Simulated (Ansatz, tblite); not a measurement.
Removing and adding an electron: C60H22S20. The state is a singlet with charge 0. Geometry: PBE-D4/def2-SVP. Ansatz, gas phase; energy differences of separate SCF runs; the oxidised species was run as a doublet alone; the reduced species was run as a doublet alone.

```xyz
102

C   -28.440   -5.691    3.872
C   -28.028   -4.623    3.096
C   -26.610   -4.605    2.972
S   -25.454   -3.586    2.162
C   -24.106   -4.563    2.761
C   -22.753   -4.201    2.414
C   -22.292   -3.016    1.837
C   -20.889   -3.038    1.648
S   -19.716   -1.924    1.004
C   -18.395   -3.053    1.342
C   -17.035   -2.704    1.013
C   -15.946   -3.566    0.862
C   -14.760   -2.858    0.558
S   -13.104   -3.305    0.256
C   -12.652   -1.616   -0.020
C   -11.286   -1.274   -0.325
C   -10.663   -0.030   -0.197
C    -9.303   -0.085   -0.581
S    -7.989    1.058   -0.630
C    -6.864   -0.192   -1.184
C    -5.477    0.135   -1.389
C    -4.790    1.290   -1.006
C    -3.417    1.216   -1.338
S    -2.038    2.255   -1.110
C    -0.959    1.056   -1.840
C     0.458    1.303   -1.913
C     1.408    0.637   -2.692
C     2.716    1.111   -2.439
S     4.308    0.708   -3.023
C     5.051    1.916   -1.961
C     6.483    2.053   -1.923
C     7.451    1.266   -2.554
C     8.761    1.682   -2.222
S    10.365    1.129   -2.615
C    11.093    2.368   -1.579
C    12.522    2.420   -1.423
C    13.482    1.517   -1.889
C    14.788    1.891   -1.495
S    16.379    1.216   -1.708
C    17.107    2.518   -0.754
C    18.527    2.521   -0.518
C    19.464    1.536   -0.839
C    20.767    1.898   -0.424
S    22.335    1.143   -0.490
C    23.085    2.528    0.314
C    24.503    2.531    0.588
C    25.199    3.348    1.480
C    26.588    3.063    1.474
S    27.980    3.679    2.322
C    29.027    2.552    1.495
C    28.358    1.733    0.604
C    26.965    2.027    0.594
S    25.579    1.413   -0.262
C    22.151    3.519    0.626
C    20.847    3.155    0.215
S    19.278    3.906    0.293
C    16.149    3.434   -0.310
C    14.847    3.076   -0.729
S    13.256    3.745   -0.505
C    10.124    3.179   -0.980
C     8.816    2.787   -1.344
S     7.212    3.327   -0.933
C     4.095    2.607   -1.212
C     2.785    2.148   -1.483
S     1.200    2.527   -0.872
C    -1.654   -0.081   -2.263
C    -3.036    0.017   -1.979
S    -4.411   -1.031   -2.189
C    -7.496   -1.428   -1.340
C    -8.866   -1.362   -0.999
S   -10.176   -2.508   -0.940
C   -13.742   -0.754    0.128
C   -14.923   -1.458    0.459
S   -16.576   -1.011    0.776
C   -18.857   -4.240    1.915
C   -20.262   -4.228    2.079
S   -21.437   -5.346    2.713
C   -24.545   -5.634    3.539
C   -25.959   -5.654    3.653
S   -27.121   -6.674    4.455
H   -29.468   -5.965    4.141
H   -28.717   -3.899    2.643
H   -22.953   -2.177    1.585
H   -16.030   -4.656    0.946
H   -11.177    0.857    0.193
H    -5.271    2.124   -0.480
H     1.146   -0.147   -3.414
H     7.200    0.416   -3.202
H    13.227    0.621   -2.470
H    19.196    0.597   -1.340
H    24.706    4.093    2.118
H    30.100    2.560    1.719
H    28.852    0.964   -0.004
H    22.423    4.465    1.110
H    16.400    4.308    0.306
H    10.373    3.998   -0.293
H     4.355    3.389   -0.486
H    -1.159   -0.949   -2.714
H    -6.964   -2.334   -1.660
H   -13.670    0.330   -0.026
H   -18.189   -5.055    2.220
H   -23.860   -6.350    4.011
```

The xTB rows come from tblite. Single mean-field runs in def2-SVP are fitted with def2-universal-jkfit.

**Question.** Estimate orbital energies and vertical ionisation energies and electron affinities at: GFN1-xTB; GFN2-xTB; PBE-D4/def2-SVP; PBE0-D4/def2-SVP.

**Answer.** 
| level | −HOMO (eV) | vertical IE (eV) | −LUMO (eV) | vertical EA (eV) | HOMO–LUMO gap (eV) | IE − EA (eV) |
| --- | --- | --- | --- | --- | --- | --- |
| GFN1-xTB | 10.07 | 10.88 | 8.84 | 8.03 | 1.23 | 2.85 |
| GFN2-xTB | 9.73 | 10.49 | 8.51 | 7.74 | 1.22 | 2.75 |
| PBE-D4/def2-SVP | 4.36 | 5.19 | 3.10 | 2.36 | 1.26 | 2.83 |
| PBE0-D4/def2-SVP | 5.09 | 5.68 | 2.71 | 2.18 | 2.38 | 3.50 |

 Raw xTB energy differences between charge states are shifted by several eV; the methods need an empirical correction for them. Sets without diffuse functions give affinities that are too small.
